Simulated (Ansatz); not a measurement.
Geometry optimisation, Ansatz, DFT PBE, scalar-relativistic, plane waves, PAW.

The input (input.yaml):

```yaml
crystal:
  lattice:
    - [0.0, 3.57, 3.57]
    - [3.57, 0.0, 3.57]
    - [3.57, 3.57, 0.0]
  atoms:
    - { symbol: C, position: [0.0, 0.0, 0.0] }
    - { symbol: C, position: [0.125, 0.125, 0.125] }
    - { symbol: C, position: [0.0, 0.0, 0.5] }
    - { symbol: C, position: [0.125, 0.125, 0.625] }
    - { symbol: C, position: [0.0, 0.5, 0.0] }
    - { symbol: C, position: [0.125, 0.625, 0.125] }
    - { symbol: C, position: [0.0, 0.5, 0.5] }
    - { symbol: C, position: [0.125, 0.625, 0.625] }
    - { symbol: C, position: [0.5, 0.0, 0.0] }
    - { symbol: C, position: [0.625, 0.125, 0.125] }
    - { symbol: C, position: [0.5, 0.0, 0.5] }
    - { symbol: C, position: [0.625, 0.125, 0.625] }
    - { symbol: C, position: [0.5, 0.5, 0.0] }
    - { symbol: C, position: [0.625, 0.625, 0.125] }
    - { symbol: C, position: [0.5, 0.5, 0.5] }
    - { symbol: C, position: [0.625, 0.625, 0.625] }
    - { symbol: H, position: [0.86316355, 0.37651304, 0.88571203], spin: 1.0 }
magnetization:
  spin_polarized: true
basis:
  ecutwfc: 420.0
kpoints:
  mp_grid: { grid: [3, 3, 3] }
hamiltonian:
  xc: pbe
scf:
  occupations: { method: gaussian, width: 0.02 }
  lower_state_search: "off"
relax:
  f_tol: 0.03
  max_steps: 60
  adjacent_minimum: "off"
```

Run as:

```bash
$ ansatz run input.yaml --threads 2 --pin off --max-ram 5120MiB --backend cpu --events-out ev --progress --plain --runs-dir out
```

Q: Where does it end, and by what steps?

A: The forces met the threshold. After 3 steps the energy has fallen by 0.082 eV; H17 moved furthest, 0.05 Å.

```json
{"step": "0", "energy less start (eV)": "0.0000", "largest force component (eV/Å)": "1.297", "accepted": "yes"}
{"step": "1", "energy less start (eV)": "-0.0659", "largest force component (eV/Å)": "0.441", "accepted": "yes"}
{"step": "2", "energy less start (eV)": "-0.0805", "largest force component (eV/Å)": "0.086", "accepted": "yes"}
{"step": "3", "energy less start (eV)": "-0.0823", "largest force component (eV/Å)": "0.002", "accepted": "yes"}
```

```xyz
17
Lattice="0.0000 3.5700 3.5700 3.5700 0.0000 3.5700 3.5700 3.5700 0.0000" Properties=species:S:1:pos:R:3
C 0.000 0.002 -0.004
C 0.895 0.913 0.890
C 1.785 1.788 0.001
C 2.659 2.677 0.890
C 1.790 0.002 1.785
C 2.680 0.892 2.675
C 3.570 1.782 1.785
C 4.465 2.677 2.696
C 0.005 1.788 1.780
C 0.895 2.677 2.654
C 1.785 3.567 1.780
C 2.680 4.462 2.675
C 1.790 1.782 3.566
C 2.701 2.677 4.460
C 3.575 3.567 3.571
C 4.465 4.441 4.460
H 4.465 6.247 4.460
```

Run time: 23 s on 2 threads of Arm Neoverse V2 (shared host), peak memory 0.38 GiB.
